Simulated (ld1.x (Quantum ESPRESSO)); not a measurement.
## Transferability test, PAW potential for Cu (Z = 29)

* Element: copper (Cu)
* Generator: ld1.x (Quantum ESPRESSO) 7.5
* Type: PAW
* Functional: BLYP
* Relativity: scalar-relativistic
* Frozen core: [Ar]
* Valence charge: 11
* Reference configuration: 3d10 4s1 4p0
* Partial waves: 4s (bound): rcut 1.75, rcutus 2.10 bohr; 4s channel at 0.05 Ry: rcut 1.75, rcutus 2.10 bohr; 4p (bound, empty): rcut 2.15, rcutus 2.85 bohr; 4p channel at 1.6 Ry: rcut 2.15, rcutus 2.85 bohr; 3d (bound): rcut 1.15, rcutus 1.40 bohr; 3d channel at 1.85 Ry: rcut 1.15, rcutus 1.40 bohr
* Local potential: all-electron potential smoothed inside 1.45 bohr (lloc = -2)
* Core correction: Bessel-smoothed model core, default radius (core density twice the valence density)
* Augmentation charge: BESSEL, radius 1.20 bohr

Energies are relative to the spin-unpolarised reference configuration 3d10 4s1 4p0; without spin polarisation the order of configurations can differ from experiment.

| valence configuration | charge | ΔE all-electron (eV) | error AE − PS (meV) |
| --- | --- | --- | --- |
| 3d10 4s0 4p0 | +1 | 8.277 | -3.5 |
| 3d9 4s0 4p0 | +2 | 29.657 | -54 |
| 3d8 4s0 4p0 | +3 | 68.686 | -464 |
| 3d7 4s0 4p0 | +4 | 128.367 | -1712 |
| 3d9 4s2 4p0 | 0 | 1.901 | -51 |
| 3d9 4s1 4p0 | +1 | 11.549 | -48 |

(1) What are ΔE and the potential's error for 3d9 4s1 4p1?

Levels in the configuration 3d10 4s0 4p0:

```tsv
level	all-electron (eV)	pseudo (eV)
3d	-13.722	-13.707
```

Results:

(1) ΔE = 6.762 eV all-electron; the error (AE − PS) is -44 meV.
